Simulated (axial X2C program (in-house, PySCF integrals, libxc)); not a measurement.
**Potential curves of ScTe⁺, scalar-relativistic**

Computed with an axial X2C code built on PySCF integrals. Spin-free means the one-electron spin-free X2C Hamiltonian. Basis: Te dyall-cv3z [11s12p8d4f1g], Sc dyall-cv3z [10s11p7d5f2g] (cores contracted in-house); Gaussian nuclei, density fitting, unrestricted open shells. Masses: Te 129.906 u, Sc 44.956 u.

State: M_S = 0, Λ = 0 (closed shell). Energies in eV from the fragments at the same level (Te + Sc+). Fits are polynomials in 1 − R0/R over 0.85 to 1.23 times the lowest point R0.

```
 R (Å)     PBE0     CCSD      MP2  CCSD(T)
2.1219  -2.0711           -1.2864         
2.2195  -2.8317  -1.7583  -2.1963  -2.2482
2.2927  -3.1543  -2.1553  -2.6209  -2.6822
2.3658  -3.3150  -2.3775  -2.8759  -2.9479
2.4390  -3.3506  -2.4626  -2.9988  -3.0838
2.5244  -3.2721  -2.4280  -3.0134  -3.1185
2.6097  -3.0995  -2.2856  -2.9224  -3.0574
2.7195  -2.7834  -1.9911  -2.6846  -2.8870
2.8536  -2.3125           -2.2137
```

Correlated methods: 8 electrons correlated (number of frozen shells: Te 4 s, 3 p, 2 d; Sc 3 s, 2 p), 352 virtual spin orbitals or spinors in MP2, 90 natural virtuals in coupled cluster.

The state is a single determinant with fixed occupations, the lowest that a limited PBE0 search found. Closed shells are restricted here (equal orbitals for both partners); the stretched side of such a curve lies too high. Dissociation energies refer to the lowest single-determinant-based atoms at the same level and basis. Coupled cluster ran in a truncated set of natural virtual spinors; the MP2 energy of the rest was added. (T) has no such correction and the atoms are truncated less, which lowers De at CCSD(T) by a hundredth of an eV or more. The outer-core s and p shells of the metal are frozen in the correlated rows, which leaves out core–valence correlation; for alkali and alkaline-earth bonds that tends to lengthen them. The T1 diagnostic is large, a sign of multireference character. With the outer-core shells frozen, correlated bond lengths of heavy atoms tend to come out a few hundredths of an ångström too long. Spin-free De lacks the spin–orbit lowering of the heavy p-block atom, a tenth of an eV or more for 4p and 5p, up to an eV for 6p and one to two eV for 7p atoms, less what an open-shell molecule gains itself. Coupled cluster ran on the points near the minimum only. MP2 and coupled cluster on one determinant become unreliable at the stretched end.

(1) What are Re, ωe and De at the PBE0 level?

(2) What are Re, ωe and De at the CCSD level?

(3) Fit the MP2 curve near its minimum: give the equilibrium distance, the harmonic wavenumber and the well depth.

(4) What are Re, ωe and De at the CCSD(T) level?

Results:

(1) At PBE0, spin-free: Re = 2.426 Å, ωe ≈ 391 cm⁻¹, De = 3.35 eV to Te + Sc+; Be follows as 0.0857 cm⁻¹.

(2) At CCSD, spin-free: Re = 2.458 Å, ωe ≈ 390 cm⁻¹, De = 2.47 eV to Te + Sc+; Be follows as 0.0835 cm⁻¹.

(3) At MP2, spin-free: Re = 2.491 Å, ωe ≈ 361 cm⁻¹, De = 3.02 eV to Te + Sc+; Be follows as 0.0813 cm⁻¹.

(4) At CCSD(T), spin-free: Re = 2.508 Å, ωe ≈ 338 cm⁻¹, De = 3.12 eV to Te + Sc+; Be follows as 0.0803 cm⁻¹.
